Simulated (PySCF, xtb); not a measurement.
3-fluoro-4-methyl-2H-oxete (C4H5FO), SMILES CC1=C(F)CO1.

The structure is a stationary point at r2SCAN-D4/def2-SVP.

Computed with PySCF with C-PCM-B3LYP/def2-SVP.

The values are the electrostatic part of the solvation free energy, E(continuum) − E(gas) at the gas-phase geometry, in a cavity of scaled van der Waals radii (PySCF's table); cavitation and dispersion terms are not included. In vacuum the orbital gap is 6.52 eV. The dipole moment in vacuum is 0.24 D.

Estimate the values in water (ε = 78.36), n-hexane (ε = 1.88), 1-octanol (ε = 9.86). (An estimate is asked for; the answer gives what the named calculation found.)


```
solvent        ε  ΔG(elec) (kcal/mol)  dipole (D)  gap (eV)
---------  -----  -------------------  ----------  --------
water      78.36                 -3.4        0.23      6.64
n-hexane    1.88                 -1.5        0.24      6.58
1-octanol   9.86                 -3.1        0.23      6.63
```

For comparison, GFN2-xTB/ALPB(water) (xtb, at the GFN2-xTB geometry, all terms of that model) gives -2.3 kcal/mol.
